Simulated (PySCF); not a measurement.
# Excitation energy of S by level of theory

S [Ne] 3s2 3p4 (3P) → S [Ne] 3s2 3p3 3d1 (5D), as a difference of total energies. All numbers are calculated (PySCF 2.14, the non-relativistic Hamiltonian (point nucleus), in aug-cc-pV(T+d)Z with one added diffuse shell each of s, p, d, f type (7s6p5d3f, 71 functions)). Correlated levels: valence: [Ne] frozen. The calculations carry no spin-orbit coupling.

```
           method  excitation energy (eV)  error (eV)
              UHF                   7.674      -0.718
              LDA                   8.246      -0.146
              PBE                   8.073      -0.319
             PBE0                   8.193      -0.199
           r2SCAN                   8.238      -0.154
             BLYP                   8.201      -0.191
            HSE06                   8.172      -0.220
          wB97M-V                   8.466      +0.074
    MP2 (valence)                   8.246      -0.146
SCS-MP2 (valence)                   8.418      +0.026
```

Reference: 8.392 eV (measured; NIST levels, between the centres of gravity of the two terms).

Errors of the correlated levels include the incompleteness of this basis and the frozen core.
